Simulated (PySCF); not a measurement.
**Frontier orbitals and the lowest excitations**

Species: C₅H₈FNO.
Structure used (GFN2-xTB), in Å, numbered top down from 1:
```xyz
16
C5H8FNO angstrom
C     -2.0303    0.9833    0.4954
C     -0.8941    0.6150   -0.0767
F     -0.5074    1.2368   -1.2154
N     -0.0588   -0.4193    0.3119
C     -0.6924   -1.5685    0.9359
C      1.3215   -0.4261    0.2130
C      1.9774    0.8435   -0.2583
O      1.9495   -1.4119    0.5244
H     -2.3754    0.5349    1.4051
H     -2.6260    1.7594    0.0544
H     -0.9148   -1.3696    1.9860
H      0.0089   -2.3994    0.8782
H     -1.6113   -1.8169    0.4083
H      1.8745    0.9415   -1.3372
H      1.5358    1.7184    0.2133
H      3.0352    0.7879   -0.0147
```

Computed with PySCF 2.14.0, density-fitted response routines, TDDFT PBE0/def2-SVPD, vertical, gas phase, core orbitals frozen in the response.

Kohn–Sham orbitals with the atoms that hold most of them (Löwdin shares over 4%, at most four atoms; ? is withheld):

| orbital | ε (eV) | atoms |
| --- | --- | --- |
| HOMO-3 | -10.50 | O8 27%, C7 20%, C6 14%, H14 10% |
| HOMO-2 | -9.05 | N4 20%, C2 18%, O8 15%, F3 14% |
| HOMO-1 | -7.88 | O8 66%, C6 9%, C7 8%, N4 8% |
| HOMO | ? | ? |
| LUMO | -0.50 | ? |
| LUMO+1 | 0.46 | C1 16%, C2 13%, C5 13%, C6 9% |
| LUMO+2 | 0.87 | C6 17%, C2 14%, N4 12%, O8 12% |

Q: Give the leading atoms of the LUMO.

A: C6 (bonded to C, N and O) 20%; C1 (bonded to C and 2 H) 18%; O8 (bonded to C) 17%; C2 (bonded to C, F and N) 17%. By element: carbon 55% or more, oxygen 17%.

Q: Which atoms hold the HOMO, and with what shares?

A: C1 (bonded to C and 2 H) 28%; N4 (bonded to 3 C) 22%; C2 (bonded to C, F and N) 16%; O8 (bonded to C) 13%. By element: carbon 44% or more, nitrogen 22%, oxygen 13%.

Q: What is the HOMO energy, and the HOMO–LUMO gap?

A: ε(HOMO) = -7.05 eV; the gap is 6.55 eV (0.2406 hartree).

Q: How does S1 compare with the orbital gap of 6.55 eV?

A: S1 is at 5.35 eV (f = 0.027), 1.20 eV below the gap, made of HOMO-1→LUMO (67%), HOMO→LUMO (20%), HOMO-1→LUMO+2 (9%). Its leading pair isn't HOMO and LUMO; the energies of that pair differ by 7.38 eV. 

Q: One configuration dominates each of S2 and S3. Which, and how do the shares of the two leading atoms of either orbital change from the occupied to the empty one?

A: 
- S2 (5.91 eV, f 0.348), HOMO→LUMO (73%): C1 28% → 18%, N4 22% → at most 18%, C6 at most 14% → 20%
- S3 (6.36 eV, f 0.048), HOMO→LUMO+1 (95%): C1 28% → 16%, N4 22% → at most 10%, C2 16% → 13%

Hardware: one thread of an Arm Neoverse V2, no GPU, shared host. Cost: 39 s of wall time, 0.87 GiB resident at most.

One conformer stands for the species.
